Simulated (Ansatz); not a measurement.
C3H5FOSi can be A, `O[SiH]1CC=C1F`, or B, `FC1=CO[SiH2]C1`.

Program: Ansatz. Geometries: PBE0-D4/def2-TZVP. ΔE: electronic, gas phase. CCSD(T)/CBS is the MP2 limit (def2-TZVPP, def2-QZVPP) plus CCSD(T) − MP2 in def2-TZVPP, frozen cores. Functionals use def2-TZVPP. Each species was taken in one conformer, which may not be the lowest.

(1) Which is lower in electronic energy at CCSD(T)/CBS, and by how much? (An estimate is asked.)

(2) Give E(B) − E(A) in kJ/mol with CCSD/def2-TZVPP, PBE-D4, PBE0-D4, MP2/def2-TZVPP, ωB97M-V, HF/def2-TZVPP, r2SCAN-D4. (Estimate.)

Largest T1 diagnostic: 0.013.

Answers

(1) Ansatz gave: A, by 18.0 kJ/mol.

(2) The calculation gave: CCSD/def2-TZVPP 13.8, PBE-D4 13.2, PBE0-D4 12.7, MP2/def2-TZVPP 21.6, ωB97M-V 15.0, HF/def2-TZVPP 6.8, r2SCAN-D4 11.4. None reverses the order clearly.

In def2-TZVPP, CCSD(T) changes the Hartree–Fock value by +7.7 kJ/mol (the triples alone add +0.7 kJ/mol) and MP2 by +14.8 kJ/mol.
